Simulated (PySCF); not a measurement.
Numbering as in the mapped SMILES `[CH3:1][N+:2]([CH3:3])([CH3:4])[AlH2-:5][CH2:6][NH2:7]`; H(Xn) means a hydrogen on atom n.

Geometry: PBE0-D3(BJ)/def2-SVP; GIAO shifts from PySCF 2.14, gas phase, non-relativistic, averaged over equivalent atoms.

At PBE0/pcSseg-1 (201 basis functions, 65 s wall time on 1 thread of an Arm Neoverse N1, shared host):
```csv
atoms,δ (ppm)
C1/C3/C4,47.9
C6,27.6
N2,43.9
N7,28.0
Al5,87.0
H(Al5),3.93
H(C1)/H(C3)/H(C4),2.58
H(C6),1.94
H(N7),0.19
```

δ = σ(ref) − σ, references computed at the same level: TMS for 13C (σref 184.41), 1H (σref 31.27); NH3 for 15N (σref 265.67); 27Al (σref 489.28) against AlH4-.

Q: Predict the values at KT2/pcSseg-1 on the same geometry.

A: 
```json
{"atoms": "C1/C3/C4", "δ at KT2/pcSseg-1": "49.1", "change": "+1.2"}
{"atoms": "C6", "δ at KT2/pcSseg-1": "31.0", "change": "+3.4"}
{"atoms": "N2", "δ at KT2/pcSseg-1": "51.8", "change": "+7.9"}
{"atoms": "N7", "δ at KT2/pcSseg-1": "32.4", "change": "+4.4"}
{"atoms": "Al5", "δ at KT2/pcSseg-1": "94.2", "change": "+7.2"}
{"atoms": "H(Al5)", "δ at KT2/pcSseg-1": "4.13", "change": "+0.20"}
{"atoms": "H(C1)/H(C3)/H(C4)", "δ at KT2/pcSseg-1": "2.64", "change": "+0.06"}
{"atoms": "H(C6)", "δ at KT2/pcSseg-1": "2.25", "change": "+0.31"}
{"atoms": "H(N7)", "δ at KT2/pcSseg-1": "0.25", "change": "+0.06"}
```

Chemical shifts δ = σref − σ; 13C (σ = 183.22 ppm) and 1H (σ = 31.18 ppm) against TMS; NH3 for 15N (σ = 264.30 ppm); AlH4- for 27Al (σ = 497.73 ppm), all at this level.

The largest change is at N2 (donor nitrogen of a Lewis adduct). Cost: 201 basis functions, 86 s wall time on 1 thread of an Arm Neoverse N1, shared host.

Experimental scales use liquid or dissolved standards, which lie at an offset from isolated NH3 (liquid NH3: subtract about 20 ppm).
